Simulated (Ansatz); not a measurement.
Pulling on the S1–S2 bond in H2S2 (SMILES SS) (multiplicity 1 held, fragments rigid). Energies count from the point at 2.072 Å.
Geometry at that point (charge 0, multiplicity 1):
```xyz
4

S     -0.91220     0.05376     0.49116
S      0.91216     0.05674    -0.49090
H     -1.53587    -0.88395    -0.24894
H      1.53648    -0.88407     0.24471
```

Restricted levels (R-, RO-) in cc, def2 and unpolarised 6-31G sets keep to the state of the molecule at rest. Unrestricted levels (U-) break spin symmetry where that is lower. Curves can end on different states.

Correlated levels freeze the cores.

Run with Ansatz (Gaussian basis) for Hartree–Fock, density functionals and correlated methods. 

Energies in kcal/mol.

```tsv
R (Å)	U-PBE/cc-pV(T+d)Z	U-r2SCAN/cc-pV(T+d)Z	R-wB97X-V/cc-pV(T+d)Z	U-MP2/cc-pV(T+d)Z	U-SCS-MP2/cc-pV(T+d)Z
1.658	63.1	61.7	62.5	64.1	65.9
1.865	10.5	9.6	9.4	10.0	10.9
2.072	0.0	0.0	0.0	0.0	0.0
2.279	6.2	7.2	8.6	7.9	7.1
2.486	18.3	20.2	23.8	31.7	30.6
2.797	37.9	41.1	48.6	53.9	52.3
3.108	53.5	54.6	70.8	61.4	59.3
3.626	65.6	62.5	98.6	65.3	62.7
4.144	68.9	64.7	116.9	66.3	63.6
4.765	69.9	65.4	130.6	66.7	64.0
5.594	70.3	65.7	141.0	66.9	64.2
6.630	70.4	65.8	147.7	67.0	64.2
```

Doubts at one or more of the structures used: a spin-contaminated determinant (U-PBE/cc-pV(T+d)Z, U-r2SCAN/cc-pV(T+d)Z, U-MP2/cc-pV(T+d)Z, U-SCS-MP2/cc-pV(T+d)Z); a restricted determinant that unrestricted orbitals would lower (R-wB97X-V/cc-pV(T+d)Z).

Ansatz is a program for electronic structure.
